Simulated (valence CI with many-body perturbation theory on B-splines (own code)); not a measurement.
**Energy levels of Re XLIII**

Computed by relativistic CI+MBPT: five valence electrons over a frozen Dirac-Fock core [Ar] 3d10, a basis of 11 s, 11 p, 10 d, 8 f, 5 g, 2 h functions for each j, with the one-electron correlation potential Σ1 (screened to all orders), the two-electron term Σ2, the three-electron term Σ3, Breit, model QED; selected single and double excitations, second order for the rest, scaled by the run's own slope (own B-spline code, finite nucleus).

The last digits are not significant, and no measured levels were compared; by estimate large intervals hold to a few tenths of a per cent, small ones and those within an open d or f shell to about a per cent. Among the levels kept, up to 2100 cm⁻¹ of a level comes from second order outside the variational space, and about a tenth of that is noise between levels of different J, which matters for small intervals.

Levels 136 to 180 of 183, with energies above the lowest level, (4s^2 4p1/2^2 4p3/2) J=3/2. "Leading %" is the weight of the configuration and term that name the level; weights of strongly mixed levels are sums over their largest components and can fall short. In the jj column 3d3/2^4 stands for four electrons in 3d with j = 3/2. Lifetimes count E1, E2, E3, M1 and M2 decay at the calculated energies, and are blank where another channel may lead or the interval is too uncertain; long ones can be off by a factor of two.

```csv
No.,Configuration,Term,J,E (Ry),Leading %,Lifetime,Leading jj
136,4s 4p2 4d2,4P,1/2,38.393,45,10.7 ps,4s 4p1/2^2 4d3/2^2 (88 %)
137,4p5,2P°,1/2,39.351,56,466 fs,4p1/2 4p3/2^4 (56 %)
138,4s 4p2 4d2,4F,7/2,39.420,24,5.16 ps,4s 4p1/2^2 4d3/2 4d5/2 (86 %)
139,4s2 4p 4d2,4D°,3/2,39.423,26,313 fs,4s^2 4p3/2 4d3/2^2 (81 %)
140,4s2 4p 4d2,4D°,1/2,39.466,49,358 fs,4s^2 4p3/2 4d3/2^2 (62 %)
141,4s2 4p 4d2,4F°,5/2,39.482,33,338 fs,4s^2 4p3/2 4d3/2^2 (79 %)
142,4s2 4p 4d2,2G°,7/2,39.521,27,369 fs,4s^2 4p3/2 4d3/2^2 (81 %)
143,4s 4p2 4d2,4F,5/2,39.589,16,4.85 ps,4s 4p1/2^2 4d3/2 4d5/2 (83 %)
144,4s 4p2 4d2,6D,3/2,39.770,30,3.54 ps,4s 4p1/2^2 4d3/2 4d5/2 (90 %)
145,4s 4p2 4d2,2G,9/2,39.810,16,7.01 ps,4s 4p1/2^2 4d3/2 4d5/2 (76 %)
146,4s2 4p 4d2,2P°,3/2,40.000,23,370 fs,4s^2 4p3/2 4d3/2^2 (76 %)
147,4s 4p2 4d2,4H,7/2,40.050,20,6.98 ps,4s 4p1/2^2 4d3/2 4d5/2 (68 %)
148,4s2 4p 4d2,4G°,9/2,40.123,48,625 fs,4s^2 4p3/2 4d3/2 4d5/2 (89 %)
149,4s2 4p 4d2,2F°,7/2,40.167,33,617 fs,4s^2 4p3/2 4d3/2 4d5/2 (84 %)
150,4s 4p2 4d2,4F,3/2,40.176,11,4.89 ps,4s 4p1/2^2 4d3/2 4d5/2 (69 %)
151,4s 4p2 4d2,2F,5/2,40.244,22,3.80 ps,4s 4p1/2^2 4d3/2 4d5/2 (82 %)
152,4s2 4p 4d2,2S°,1/2,40.268,34,630 fs,4s^2 4p3/2 4d3/2 4d5/2 (69 %)
153,4s2 4p 4d2,4D°,3/2,40.283,28,663 fs,4s^2 4p3/2 4d3/2 4d5/2 (71 %)
154,4s2 4p 4d2,2F°,5/2,40.344,21,716 fs,4s^2 4p3/2 4d3/2 4d5/2 (77 %)
155,4s2 4p 4d2,4G°,11/2,40.394,61,951 fs,4s^2 4p3/2 4d3/2 4d5/2 (77 %)
156,4s2 4p 4d2,4D°,5/2,40.401,46,737 fs,4s^2 4p3/2 4d3/2 4d5/2 (89 %)
157,4s2 4p 4d2,4D°,7/2,40.453,28,768 fs,4s^2 4p3/2 4d3/2 4d5/2 (77 %)
158,4s 4p2 4d2,2P,1/2,40.503,27,4.31 ps,4s 4p1/2^2 4d3/2 4d5/2 (74 %)
159,4s2 4p 4d2,2G°,9/2,40.849,35,1.15 ps,4s^2 4p3/2^2 4f5/2 (44 %)
160,4s 4p3 4f,4F,7/2,40.860,19,3.33 ps,4s 4p1/2^2 4p3/2 4f5/2 (68 %)
161,4s2 4p 4d2,2D°,5/2,40.945,17,3.30 ps,4s^2 4p3/2 4d5/2^2 (38 %)
162,4s2 4p 4d2,2G°,7/2,40.952,17,1.18 ps,4s^2 4p3/2^2 4f5/2 (42 %)
163,4s2 4p2 4f,4D°,5/2,41.015,15,3.34 ps,4s^2 4p3/2^2 4f5/2 (35 %)
164,4s 4p3 4f,4F,5/2,41.029,22,2.54 ps,4s 4p1/2^2 4p3/2 4f5/2 (80 %)
165,4s2 4p2 4f,2D°,3/2,41.081,31,1.97 ps,4s^2 4p3/2^2 4f5/2 (60 %)
166,4s2 4p 4d2,2H°,11/2,41.087,40,7.19 ps,4s^2 4p3/2 4d5/2^2 (52 %)
167,4s 4p3 4f,4F,9/2,41.152,20,5.49 ps,4s 4p1/2^2 4p3/2 4f7/2 (58 %)
168,4s 4p3 4f,6F,3/2,41.181,30,2.63 ps,4s 4p1/2^2 4p3/2 4f5/2 (84 %)
169,4s2 4p2 4f,4D°,1/2,41.206,30,1.53 ps,4s^2 4p3/2^2 4f5/2 (52 %)
170,4s 4p3 4f,4D,1/2,41.223,49,2.77 ps,4s 4p1/2^2 4p3/2 4f5/2 (92 %)
171,4s2 4p2 4f,4F°,9/2,41.257,22,12.8 ps,4s^2 4p3/2^2 4f7/2 (48 %)
172,4s 4p3 4f,4G,9/2,41.295,14,1.85 ps,4s 4p1/2^2 4p3/2 4f5/2 (46 %)
173,4s 4p3 4f,6F,7/2,41.327,18,4.05 ps,4s 4p1/2^2 4p3/2 4f7/2 (62 %)
174,4s2 4p 4d2,2F°,7/2,41.378,31,13.5 ps,4s^2 4p3/2 4d5/2^2 (72 %)
175,4s2 4p 4d2,2F°,5/2,41.405,46,613 fs,4s^2 4p3/2 4d3/2 4d5/2 (68 %)
176,4s 4p3 4f,4G,11/2,41.412,46,4.42 ps,4s 4p1/2^2 4p3/2 4f7/2 (94 %)
177,4s2 4p 4d2,2D°,5/2,41.573,19,721 fs,4s^2 4p3/2 4d3/2 4d5/2 (55 %)
178,4s2 4p 4d2,2P°,3/2,41.575,29,532 fs,4s^2 4p3/2 4d3/2 4d5/2 (67 %)
179,4s2 4p 4d2,2G°,7/2,41.583,25,666 fs,4s^2 4p3/2 4d3/2 4d5/2 (49 %)
180,4s 4p3 4f,4F,5/2,41.661,12,2.76 ps,4s 4p1/2^2 4p3/2 4f7/2 (61 %)
```

Where two levels of one J and parity lie close, their mixing, g and order are uncertain.
